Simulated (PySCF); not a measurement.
Basis and Hamiltonian dependence of the ionisation energy of Ge²⁺

Ge²⁺ [Ar] 3d10 4s2 (1S) → Ge³⁺ [Ar] 3d10 4s1 (2S). All values are computed (PySCF 2.14, energy differences of UHF-based or UKS calculations, no spin-orbit coupling). Values in eV.

```tsv
basis	Hamiltonian	functions	UHF	LDA	PBE0	MP2 (valence)	CCSD(T) (valence)	CCSD(T) (valence and next inner shell)
aug-cc-pVDZ-PP with ECP10MDF	ECP	32	32.211	34.768	33.988	32.905	33.239	n/a
aug-cc-pVDZ-DK	spin-free X2C	36	32.267	34.849	34.094	32.966	33.302	n/a
ANO-RCC-VTZP	spin-free X2C	43	32.244	34.844	34.064	32.966	33.296	33.814
aug-cc-pwCVDZ-PP with ECP10MDF	ECP	48	32.206	34.761	33.965	32.951	33.268	33.838
x2c-TZVPPall	spin-free X2C	48	32.176	34.793	34.021	32.935	33.224	33.588
x2c-TZVPall	spin-free X2C	48	32.176	34.793	n/a	32.935	33.224	n/a
def2-TZVPPD	non-relativistic	54	31.715	34.258	33.511	32.502	32.808	33.152
aug-cc-pVTZ-PP with ECP10MDF	ECP	55	32.193	34.765	33.959	32.980	33.280	n/a
aug-pcseg-2	non-relativistic	59	31.703	34.256	33.504	32.487	n/a	n/a
aug-cc-pVQZ-PP with ECP10MDF	ECP	89	32.191	34.758	33.952	33.012	33.292	n/a
aug-cc-pVQZ-DK	spin-free X2C	93	32.195	34.790	34.020	33.010	33.291	n/a
x2c-QZVPPall with one added diffuse shell each of s, p, d, f type	spin-free X2C	113	32.195	34.825	34.038	33.015	33.292	n/a
dyall-av3z	non-relativistic	144	31.719	n/a	n/a	32.523	32.829	n/a
dyall-av3z	spin-free X2C	144	32.195	n/a	n/a	32.989	33.284	n/a
```

Extrapolation of CCSD(T) (valence) from aug-cc-pVTZ-PP with ECP10MDF and aug-cc-pVQZ-PP with ECP10MDF: the correlation parts are 1.087 and 1.100 eV; with the X⁻³ form and unrounded values, (4³ × 1.100 − 3³ × 1.087)/(4³ − 3³) = 1.110 eV, and adding the Hartree-Fock value 32.191 eV of the larger basis gives 33.302 eV.

Frozen in the all-electron rows: valence: [Ar] 3d10; valence and next inner shell: [Ne]; with a core potential, the same shells as far as they lie outside it.

Non-relativistic rows lack the scalar-relativistic shift.

Reference for a calculation without spin-orbit coupling: 34.058 eV (measured, between term centres; NIST).
